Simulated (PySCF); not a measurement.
Method: PBE-D3(BJ)/def2-TZVP // B3LYP-D3(BJ)/def2-TZVP (PySCF). All species are isolated molecules in the gas phase. 

Reference species (SMILES): `[F][Ge]([Cl])([Cl])[Cl]` (neutral, multiplicity 1).

```json
{
  "S1 oscillator strength": "0.000",
  "LUMO": "-3.28 eV",
  "HOMO–LUMO gap": "5.06 eV"
}
```

After one change: the S1 oscillator strength hardly moves; the LUMO drops by 0.14 eV; the HOMO–LUMO gap falls by 0.28 eV.

**Question.** What was changed between the two runs? The new species is one of these.
A. `[F][Ge]([F])([F])[F]`
B. `[Cl][Ge]([Cl])([Cl])[Cl]`
C. `[F][Ge]([F])([F])[Cl]`
D. `[F][Ge]([F])([Cl])[Cl]`

**Answer.** B, `[Cl][Ge]([Cl])([Cl])[Cl]`
